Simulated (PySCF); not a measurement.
C₂H₅ (SMILES [CH2]C), doublet, geometry from GFN2-xTB; B3LYP/6-31G* (PySCF).

PySCF was given this input:
```python
from pyscf import gto, scf, dft

mol = gto.M(
    atom='''
C 
C  1 1.470730
H  1 1.072086 2 120.550018
H  1 1.072086 3 118.472059 2 -172.534322
H  2 1.099532 1 111.322944 3 -86.189274
H  2 1.089820 5 106.717996 1 -121.559706
H  2 1.089820 6 109.388388 5 115.094844
''',
    basis='6-31g*',
    spin=1,
    verbose=4,
)

mf = dft.UKS(mol)
mf.xc = 'b3lyp'
mf.kernel()
mf.analyze()
```

The log (banner, timings and long lists left out):

```
PySCF version 2.14.0

[INPUT] verbose = 4
[INPUT] num. atoms = 7
[INPUT] num. electrons = 17
[INPUT] charge = 0
[INPUT] spin (= nelec alpha-beta = 2S) = 1
[INPUT] symmetry False subgroup None
[INPUT] Mole.unit = angstrom
[INPUT] Symbol           X                Y                Z      unit          X                Y                Z       unit  Magmom
[INPUT]  1 C      0.000000000000   0.000000000000   0.000000000000 AA    0.000000000000   0.000000000000   0.000000000000 Bohr   0.0
[INPUT]  2 C      1.470730000000   0.000000000000   0.000000000000 AA    2.779276903182   0.000000000000   0.000000000000 Bohr   0.0
[INPUT]  3 H     -0.544930971866   0.000000000000   0.923265198790 AA   -1.029770293620   0.000000000000   1.744718366055 Bohr   0.0
[INPUT]  4 H     -0.544930976959   0.122450356359  -0.915109027370 AA   -1.029770303245   0.231397637374  -1.729305435846 Bohr   0.0
[INPUT]  5 H      1.870546548931   1.021999691885   0.068073313515 AA    3.534820680730   1.931299517052   0.128639918935 Bohr   0.0
[INPUT]  6 H      1.865626291602  -0.548706176508   0.854801780030 AA    3.525522741915  -1.036904396457   1.615341255047 Bohr   0.0
[INPUT]  7 H      1.865626289278  -0.430488641039  -0.920023957868 AA    3.525522737524  -0.813505631299  -1.738593308409 Bohr   0.0

nuclear repulsion = 37.2770575125175
number of shells = 22
number of NR pGTOs = 74
number of NR cGTOs = 38
basis = 6-31g*
ecp = {}

******** <class 'pyscf.dft.uks.UKS'> ********
method = UKS
initial guess = minao
damping factor = 0
level_shift factor = 0
DIIS = <class 'pyscf.scf.diis.CDIIS'>
diis_start_cycle = 1
diis_space = 8
diis_damp = 0
SCF conv_tol = 1e-09
SCF conv_tol_grad = None
SCF max_cycles = 50
direct_scf = True
direct_scf_tol = 1e-13
number electrons alpha = 9  beta = 8
XC library pyscf.dft.libxc version 7.1.2
    S. Lehtola, C. Steigemann, M. J. T. Oliveira, and M. A. L. Marques,  SoftwareX 7, 1–5 (2018)
XC functionals = b3lyp
    P. J. Stephens, F. J. Devlin, C. F. Chabalowski, and M. J. Frisch,  J. Phys. Chem. 98, 11623 (1994)
radial grids:
    Treutler-Ahlrichs [JCP 102, 346 (1995); DOI:10.1063/1.469408] (M4) radial grids

becke partition: Becke, JCP 88, 2547 (1988); DOI:10.1063/1.454033
pruning grids: <function nwchem_prune>
grids dens level: 3
symmetrized grids: False
atomic radii adjust function: <function treutler_atomic_radii_adjust>
small_rho_cutoff = 0
Set gradient conv threshold to 3.16228e-05
tot grids = 77280
init E= -79.0840629600389

cycle= 1 E= -79.1280976346817  delta_E= -0.044  |g|= 0.215  |ddm|=  1.5
cycle= 2 E= -79.1258887964225  delta_E= 0.00221  |g|= 0.233  |ddm|= 0.423
cycle= 3 E= -79.1555731402549  delta_E= -0.0297  |g|= 0.0101  |ddm|= 0.221
cycle= 4 E= -79.1556573159126  delta_E= -8.42e-05  |g|= 0.00583  |ddm|= 0.0198
cycle= 5 E= -79.1556764336596  delta_E= -1.91e-05  |g|= 0.00212  |ddm|= 0.00638
cycle= 6 E= -79.1556795719402  delta_E= -3.14e-06  |g|= 0.000496  |ddm|= 0.00261
cycle= 7 E= -79.1556798198343  delta_E= -2.48e-07  |g|= 5.77e-05  |ddm|= 0.000913
cycle= 8 E= -79.1556798241797  delta_E= -4.35e-09  |g|= 1.86e-05  |ddm|= 0.000147
cycle= 9 E= -79.1556798244643  delta_E= -2.85e-10  |g|= 4.46e-06  |ddm|= 3.28e-05
Extra cycle  E= -79.1556798244858  delta_E= -2.15e-11  |g|= 2.06e-06  |ddm|= 9.96e-06
converged SCF energy = -79.1556798244858  <S^2> = 0.75379637  2S+1 = 2.0037928
**** SCF Summaries ****
Total Energy =                         -79.155679824485830
Nuclear Repulsion Energy =              37.277057512517487
One-electron Energy =                 -178.735738018312389
Two-electron Energy =                   62.303000681309065
Two-electron Coulomb Energy =           75.028686689975288
DFT Exchange-Correlation Energy =      -12.725686008666225
**** MO energy ****
                             alpha | beta                alpha | beta
MO #1   energy= -10.1733938685239  | -10.1691410242115  occ= 1 | 1
MO #2   energy= -10.168210304517   | -10.1593973588428  occ= 1 | 1
MO #3   energy= -0.756267151643055 | -0.739201663758343 occ= 1 | 1
MO #4   energy= -0.604922138468628 | -0.580956042002214 occ= 1 | 1
MO #5   energy= -0.452077166304563 | -0.44565197248658  occ= 1 | 1
MO #6   energy= -0.411761496800965 | -0.396328086613567 occ= 1 | 1
MO #7   energy= -0.387168014549123 | -0.378920307042258 occ= 1 | 1
MO #8   energy= -0.355994471508815 | -0.351569896735588 occ= 1 | 1
MO #9   energy= -0.193544243590452 | -0.0321360757068083 occ= 1 | 0
MO #10  energy= 0.116405390013727  | 0.120074304188077  occ= 0 | 0
MO #11  energy= 0.144531191525429  | 0.152882745910756  occ= 0 | 0
MO #12  energy= 0.150939224506081  | 0.157398834924746  occ= 0 | 0
MO #13  energy= 0.17998454742755   | 0.186897040678661  occ= 0 | 0
MO #14  energy= 0.22446904397887   | 0.228578067473117  occ= 0 | 0
MO #15  energy= 0.26720619086848   | 0.275306352549774  occ= 0 | 0
MO #16  energy= 0.506681218655503  | 0.511321985980025  occ= 0 | 0
MO #17  energy= 0.542663650722867  | 0.544649743428073  occ= 0 | 0

To work with the spin densities directly, `use mulliken_meta_spin()` only printing them here.

 ** Mulliken spin pop alpha/beta on meta-lowdin orthogonal AOs **
 ** Mulliken Spin Density (per AO)  **
spin_pop of  0 C 1s       -0.00001
spin_pop of  0 C 2s        0.04477
spin_pop of  0 C 3s       -0.00049
spin_pop of  0 C 2px       0.02133
spin_pop of  0 C 2py       0.91648
spin_pop of  0 C 2pz       0.02543
spin_pop of  0 C 3px      -0.00011
spin_pop of  0 C 3py       0.00771
spin_pop of  0 C 3pz      -0.00019
spin_pop of  0 C 3dxy      0.00002
spin_pop of  0 C 3dyz     -0.00003
spin_pop of  0 C 3dz^2    -0.00038
spin_pop of  0 C 3dxz      0.00006
spin_pop of  0 C 3dx2-y2   -0.00077
spin_pop of  1 C 1s        0.00000
spin_pop of  1 C 2s       -0.00788
spin_pop of  1 C 3s        0.00008
spin_pop of  1 C 2px      -0.02217
spin_pop of  1 C 2py      -0.01491
spin_pop of  1 C 2pz      -0.00470
spin_pop of  1 C 3px       0.00013
spin_pop of  1 C 3py       0.00049
spin_pop of  1 C 3pz       0.00011
spin_pop of  1 C 3dxy      0.00080
spin_pop of  1 C 3dyz      0.00001
spin_pop of  1 C 3dz^2     0.00002
spin_pop of  1 C 3dxz      0.00002
spin_pop of  1 C 3dx2-y2   -0.00005
spin_pop of  2 H 1s       -0.02853
spin_pop of  2 H 2s        0.00026
spin_pop of  3 H 1s       -0.02853
spin_pop of  3 H 2s        0.00026
spin_pop of  4 H 1s        0.06105
spin_pop of  4 H 2s        0.00037
spin_pop of  5 H 1s        0.01459
spin_pop of  5 H 2s        0.00009
spin_pop of  6 H 1s        0.01459
spin_pop of  6 H 2s        0.00009
 ** Mulliken Spin Density (per atom)  **
spin density of  0 C =      1.01381
spin density of  1 C =     -0.04804
spin density of  2 H =     -0.02828
spin density of  3 H =     -0.02828
spin density of  4 H =      0.06142
spin density of  5 H =      0.01468
spin density of  6 H =      0.01468
 ** Mulliken pop alpha/beta on meta-lowdin orthogonal AOs **
 ** Mulliken pop       alpha | beta **
pop of  0 C 1s        0.99994 | 0.99995
pop of  0 C 2s        0.54622 | 0.50146
pop of  0 C 3s        0.00161 | 0.00210
pop of  0 C 2px       0.52714 | 0.50581
pop of  0 C 2py       0.96465 | 0.04817
pop of  0 C 2pz       0.56771 | 0.54227
pop of  0 C 3px       0.00338 | 0.00349
pop of  0 C 3py       0.00798 | 0.00027
pop of  0 C 3pz       0.00262 | 0.00282
pop of  0 C 3dxy      0.00010 | 0.00008
pop of  0 C 3dyz      0.00004 | 0.00006
pop of  0 C 3dz^2     0.00085 | 0.00123
pop of  0 C 3dxz      0.00107 | 0.00101
pop of  0 C 3dx2-y2    0.00032 | 0.00108
pop of  1 C 1s        0.99994 | 0.99994
pop of  1 C 2s        0.49630 | 0.50419
pop of  1 C 3s        0.00139 | 0.00132
pop of  1 C 2px       0.51192 | 0.53408
pop of  1 C 2py       0.54572 | 0.56064
pop of  1 C 2pz       0.55766 | 0.56236
pop of  1 C 3px       0.00267 | 0.00253
pop of  1 C 3py       0.00190 | 0.00140
pop of  1 C 3pz       0.00197 | 0.00186
pop of  1 C 3dxy      0.00096 | 0.00016
pop of  1 C 3dyz      0.00068 | 0.00067
pop of  1 C 3dz^2     0.00076 | 0.00074
pop of  1 C 3dxz      0.00039 | 0.00036
pop of  1 C 3dx2-y2    0.00075 | 0.00080
pop of  2 H 1s        0.42930 | 0.45783
pop of  2 H 2s        0.00420 | 0.00394
pop of  3 H 1s        0.42930 | 0.45783
pop of  3 H 2s        0.00420 | 0.00394
pop of  4 H 1s        0.47395 | 0.41289
pop of  4 H 2s        0.00371 | 0.00334
pop of  5 H 1s        0.45069 | 0.43609
pop of  5 H 2s        0.00368 | 0.00360
pop of  6 H 1s        0.45069 | 0.43609
pop of  6 H 2s        0.00368 | 0.00360
In total             9.00000 | 8.00000
 ** Mulliken atomic charges   ( Nelec_alpha | Nelec_beta ) **
charge of  0C =     -0.23340  (     3.62360      2.60979 )
charge of  1C =     -0.29405  (     3.12300      3.17104 )
charge of  2H =      0.10473  (     0.43350      0.46178 )
charge of  3H =      0.10473  (     0.43350      0.46177 )
charge of  4H =      0.10611  (     0.47765      0.41623 )
charge of  5H =      0.10594  (     0.45437      0.43969 )
charge of  6H =      0.10594  (     0.45437      0.43969 )
Dipole moment(X, Y, Z, Debye):  0.21233,  0.11053,  0.00736
```
